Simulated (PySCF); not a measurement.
SMILES [SiH3]O[SiH](Cl)O[SiH3] (H7ClO2Si3), PBE0/def2-SVP optimised geometry.

```
13

Si    -0.77     1.06     0.17
Cl    -2.49     0.09    -0.46
O     -0.97     1.50     1.73
Si    -1.80     1.24     3.16
O      0.49     0.03     0.00
Si     1.00    -1.56     0.00
H     -0.54     2.26    -0.66
H     -1.69    -0.19     3.57
H     -3.24     1.60     2.98
H     -1.18     2.11     4.20
H      2.49    -1.56     0.00
H      0.49    -2.25    -1.22
H      0.49    -2.26     1.22
```

Density from PBE0/def2-TZVP (PySCF) at that geometry.

Minimum of the electron density along straight lines between bonded atoms, close to the bond critical point (lines longer than 1.1 times the sum of covalent radii, or with two minima, are not listed):

```tsv
bond	length / Å	ρ at the minimum / e bohr⁻³	∇²ρ there / e bohr⁻⁵	position (fraction from the first atom)
Si1–Cl2	2.071	?	?	0.36
Si1–O3	1.635	0.138	0.86	0.41
O3–Si4	1.667	0.126	0.77	0.59
Si1–O5	1.634	0.138	0.88	0.41
O5–Si6	1.668	0.126	0.77	0.59
Si1–H7	1.473	0.130	0.13	0.49
Si4–H8	1.493	0.122	0.14	0.49
Si4–H9	1.491	0.122	0.14	0.49
Si4–H10	1.489	0.123	0.14	0.49
Si6–H11	1.489	0.123	0.14	0.49
Si6–H12	1.491	0.122	0.14	0.49
Si6–H13	1.493	0.122	0.14	0.49
```

Fill in the missing entries.


- Si1–Cl2, ρ at the minimum / e bohr⁻³: 0.097
- Si1–Cl2, ∇²ρ there / e bohr⁻⁵: 0.21
